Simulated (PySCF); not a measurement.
Isomers of C6H13FSi2, mass 160.054 u with the commonest isotopes. Method used: PBE0/pcSseg-1 in PySCF (dipole) on a GFN2-xTB geometry, gas phase. One conformer each, none proved a minimum here; rigid rotors.

**Question.** Order these by radius of gyration √(Σ m r²/M), largest first.
A. `[CH3:1][CH2:2][C@@H:3]1[SiH2:4][CH:5]=[CH:6][SiH2:7][C@@H:8]1[F:9]` with C1–C2–C3–Si4 -75°, C2–C3–Si4–C5 -69°, C3–Si4–C5–C6 -22°, C5–C6–Si7–C8 -6°, C6–Si7–C8–F9 165°
B. `[CH:1]#[C:2][SiH2:3][C@@H:4]([CH2:5][F:6])[CH2:7][SiH2:8][CH3:9]` with C2–Si3–C4–C5 177°, Si3–C4–C5–F6 59°, Si3–C4–C7–Si8 171°, C4–C7–Si8–C9 -164°
C. `[CH2:1]=[CH:2][C@H:3]([SiH3:4])[SiH2:5]/[CH:6]=[CH:7]/[CH2:8][F:9]` with C1–C2–C3–Si4 -115°, C2–C3–Si5–C6 180°, C3–Si5–C6–C7 119°, C6–C7–C8–F9 144°
D. `[CH2:1]=[CH:2][Si@@H:3]1[SiH2:4][C@@H:5]([CH2:6][CH3:7])[C@H:8]1[F:9]` with C1–C2–Si3–Si4 -130°, Si4–C5–C6–C7 -178°, C2–Si3–Si4–C5 -94°, Si3–Si4–C5–C6 -143°, Si4–C5–C8–F9 -92°, C2–Si3–C8–C5 97°

**Answer.** C (2.943 Å), B (2.613 Å), D (2.412 Å), A (2.177 Å).

**Question.** Order these by rotational constant B, largest first.
A. `[CH2:1]=[CH:2][C@H:3]([SiH3:4])[SiH2:5]/[CH:6]=[CH:7]/[CH2:8][F:9]` with C1–C2–C3–Si4 -115°, C2–C3–Si5–C6 180°, C3–Si5–C6–C7 119°, C6–C7–C8–F9 144°
B. `[CH2:1]=[CH:2][Si@@H:3]1[SiH2:4][C@@H:5]([CH2:6][CH3:7])[C@H:8]1[F:9]` with C1–C2–Si3–Si4 -130°, Si4–C5–C6–C7 -178°, C2–Si3–Si4–C5 -94°, Si3–Si4–C5–C6 -143°, Si4–C5–C8–F9 -92°, C2–Si3–C8–C5 97°
C. `[CH:1]#[C:2][SiH2:3][C@@H:4]([CH2:5][F:6])[CH2:7][SiH2:8][CH3:9]` with C2–Si3–C4–C5 177°, Si3–C4–C5–F6 59°, Si3–C4–C7–Si8 171°, C4–C7–Si8–C9 -164°
D. `[CH3:1][CH2:2][C@@H:3]1[SiH2:4][CH:5]=[CH:6][SiH2:7][C@@H:8]1[F:9]` with C1–C2–C3–Si4 -75°, C2–C3–Si4–C5 -69°, C3–Si4–C5–C6 -22°, C5–C6–Si7–C8 -6°, C6–Si7–C8–F9 165°

**Answer.** D (1125 MHz), C (707.3 MHz), B (662.9 MHz), A (419.4 MHz).

**Question.** Order these by out-of-plane moment Σ m c² = (Ia + Ib − Ic)/2, largest first.
A. `[CH:1]#[C:2][SiH2:3][C@@H:4]([CH2:5][F:6])[CH2:7][SiH2:8][CH3:9]` with C2–Si3–C4–C5 177°, Si3–C4–C5–F6 59°, Si3–C4–C7–Si8 171°, C4–C7–Si8–C9 -164°
B. `[CH3:1][CH2:2][C@@H:3]1[SiH2:4][CH:5]=[CH:6][SiH2:7][C@@H:8]1[F:9]` with C1–C2–C3–Si4 -75°, C2–C3–Si4–C5 -69°, C3–Si4–C5–C6 -22°, C5–C6–Si7–C8 -6°, C6–Si7–C8–F9 165°
C. `[CH2:1]=[CH:2][C@H:3]([SiH3:4])[SiH2:5]/[CH:6]=[CH:7]/[CH2:8][F:9]` with C1–C2–C3–Si4 -115°, C2–C3–Si5–C6 180°, C3–Si5–C6–C7 119°, C6–C7–C8–F9 144°
D. `[CH2:1]=[CH:2][Si@@H:3]1[SiH2:4][C@@H:5]([CH2:6][CH3:7])[C@H:8]1[F:9]` with C1–C2–Si3–Si4 -130°, Si4–C5–C6–C7 -178°, C2–Si3–Si4–C5 -94°, Si3–Si4–C5–C6 -143°, Si4–C5–C8–F9 -92°, C2–Si3–C8–C5 97°

**Answer.** B (98.79 u·Å²), D (90.40 u·Å²), C (77.68 u·Å²), A (40.42 u·Å²).

| SMILES | point group | Ia (u·Å²) | Ib (u·Å²) | Ic (u·Å²) | κ | μa (D) | μb (D) | μc (D) |
| --- | --- | --- | --- | --- | --- | --- | --- | --- |
| C=C[C@H]([SiH3])[SiH2]/C=C/CF | C1 | 258.51 | 1205.05 | 1308.20 | -0.96 | 0.51 | 0.59 | 1.00 |
| C#C[SiH2][C@@H](CF)C[SiH2]C | C1 | 418.39 | 714.50 | 1052.05 | -0.38 | 0.39 | 1.32 | 1.02 |
| CC[C@@H]1[SiH2]C=C[SiH2][C@@H]1F | C1 | 408.25 | 449.19 | 659.87 | 0.52 | 0.08 | 1.77 | 0.35 |
| C=C[Si@@H]1[SiH2][C@@H](CC)[C@H]1F | C1 | 259.17 | 762.42 | 840.79 | -0.91 | 1.09 | 0.50 | 1.59 |
